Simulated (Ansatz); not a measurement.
Job for Ansatz (a program for electronic structure): R-B2PLYP/def2-TZVPP on CH4GeO2 (SMILES C[O][Ge][OH]). The run froze 17 orbitals, filled d shells among them.

Ansatz 0.2 input:
```yaml
crystal:
  periodic: [false, false, false]
  atoms:
    - {symbol: C, position_ang: [-1.17371623, -0.16172350, 0.23444987]}
    - {symbol: O, position_ang: [-0.43540173, 1.03033607, 0.47666678]}
    - {symbol: Ge, position_ang: [1.30928356, 1.31261861, 0.25771063]}
    - {symbol: O, position_ang: [1.75302001, -0.34429325, -0.33671054]}
    - {symbol: H, position_ang: [-0.54135941, -0.96504446, -0.14507876]}
    - {symbol: H, position_ang: [-1.64270107, -0.48341124, 1.16733550]}
    - {symbol: H, position_ang: [-1.96031637, 0.05205423, -0.49296003]}
    - {symbol: H, position_ang: [2.69119124, -0.44053645, -0.53282047]}
basis:
  gaussian:
    orbitals: def2-TZVPP
hamiltonian:
  xc: {name: B2PLYP}
magnetization: {spin_polarized: false}
correlation: {electrons: outside_noble_gas}
scf: {lower_state_search: off}
```

The log:

```
WARN ansatz: RAYON_NUM_THREADS=1 ignored (pool sized by the plan → 1); use --threads N
Functional definition: B2PLYP
these checks for a lower state are left out or cut short: stability, starts, cluster_reference, orbital_swaps, neighbouring_geometries, increment
integrals: 0.33 GiB planned
1227 factors; integrals over basis functions are off by at most 8.1e-4 eV
mean field: 0.92 GiB planned
mean field evaluation 1: about -61688.3883 eV, gradient 6.6e1 eV
mean field evaluation 2: about -61688.4913 eV, gradient 6.6e1 eV
mean field evaluation 4: about -61696.2788 eV, gradient 6.8e0 eV
mean field evaluation 8: about -61696.3831 eV, gradient 7.6e-1 eV
mean field evaluation 16: about -61696.3843 eV, gradient 2.9e-4 eV
mean field -61696.38432046 eV, -2267.3003044656 hartree, gradient 5.2e-6 eV, S^2 0.000000; 0 other end points of the search recorded, 0 dependent functions left out
17 core orbitals not correlated
reference -61696.38447383 eV, -2267.3003101020 hartree; 12, 12 occupied and 168, 168 virtual orbitals, 1227 factors
second order -25.11239897 eV of doubles, -0.00000000 eV of singles
Total energy: -61703.16482156 eV, -2267.5494832849 hartree
Checks for a lower state left out: stability, starts, cluster_reference, orbital_swaps, neighbouring_geometries, increment
```

The calculation finished and met its thresholds.

Cost: very roughly 5 core-seconds.
